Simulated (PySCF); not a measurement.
SCF from a fresh guess for singlet H2SnO, at the PBE0 minimum. PySCF input:

```python
from pyscf import gto, scf, dft
mol = gto.M(atom='''
Sn     0.173166     0.000000     0.094345
O     -1.425485    -0.000000    -0.776639
H      0.338559     0.000000     1.799590
H      1.695657    -0.000000    -0.691300''',
    basis={'Sn': 'def2-TZVP', 'O': 'def2-TZVP', 'H': 'def2-TZVP'},
    ecp={'Sn': 'def2-TZVP'},
    charge=0, spin=0)
mf = dft.RKS(mol, xc='PBE0')
mf.grids.atom_grid = (50, 194)
aux = {'Sn': 'def2-universal-JKFIT', 'O': 'def2-universal-JKFIT', 'H': 'def2-universal-JKFIT'}
mf = mf.density_fit(auxbasis=aux)
mf.conv_tol = 1e-08
mf.diis_space = 10
mf.max_cycle = 60
mf.init_guess = 'minao'
mf.verbose = 4
mf.kernel()
```

Excerpt of the output (cycles and frontier levels):

```
init E= -253.628059790652
  HOMO = -0.739534709300212  LUMO = -0.607268002971526  gap/eV = 3.59916
cycle= 1 E= -289.622051421041  delta_E=  -36  |g|= 2.35  |ddm|= 31.3
  HOMO = -0.00835010953607096  LUMO = 0.0558416296777075  gap/eV = 1.74675
cycle= 2 E= -288.641624926519  delta_E= 0.98  |g|=  3.4  |ddm|= 6.95
  HOMO = -0.31782582145259  LUMO = -0.0888111554939783  gap/eV = 6.23181
cycle= 3 E= -290.231573244675  delta_E= -1.59  |g|= 1.36  |ddm|= 3.66
  HOMO = -0.253855304237125  LUMO = -0.0909032369455645  gap/eV = 4.43415
cycle= 4 E= -290.596707342295  delta_E= -0.365  |g|= 0.221  |ddm|= 0.982
  HOMO = -0.259152374964494  LUMO = -0.0943932820257878  gap/eV = 4.48332
cycle= 5 E= -290.602855257784  delta_E= -0.00615  |g|= 0.0883  |ddm|= 0.103
  HOMO = -0.267183255501337  LUMO = -0.0942707382306942  gap/eV = 4.70519
cycle= 6 E= -290.604449890184  delta_E= -0.00159  |g|= 0.0204  |ddm|= 0.0507
  HOMO = -0.270644187037835  LUMO = -0.0951157084162624  gap/eV = 4.77637
cycle= 7 E= -290.60452490644  delta_E= -7.5e-05  |g|= 0.00768  |ddm|= 0.0187
  HOMO = -0.269836084956061  LUMO = -0.095030439869948  gap/eV = 4.75670
cycle= 8 E= -290.604538125696  delta_E= -1.32e-05  |g|= 0.000628  |ddm|= 0.0057
  HOMO = -0.269726410117027  LUMO = -0.0949677308016383  gap/eV = 4.75543
cycle= 9 E= -290.60453820206  delta_E= -7.64e-08  |g|= 0.00024  |ddm|= 0.000454
  HOMO = -0.269705004987113  LUMO = -0.0949699617634181  gap/eV = 4.75478
cycle= 10 E= -290.604538215405  delta_E= -1.33e-08  |g|= 3.88e-05  |ddm|= 0.000245
  HOMO = -0.269700008446605  LUMO = -0.0949704755762326  gap/eV = 4.75463
cycle= 11 E= -290.604538215761  delta_E= -3.57e-10  |g|= 6.96e-06  |ddm|= 5.17e-05
  HOMO = -0.269702591556243  LUMO = -0.0949705122775484  gap/eV = 4.75470
Extra cycle  E= -290.604538215655  delta_E= 1.07e-10  |g|= 2.39e-05  |ddm|= 2.03e-05
converged SCF energy = -290.604538215655
```

No lower solution of this spin was found by a stability analysis within the restricted form, which does not test spin polarisation.

The search for the lowest solution, with the stability check, took 5.8 s on 2 threads of a shared Arm Neoverse N1 host, with 93 basis functions; the process peaked at 0.34 GiB.
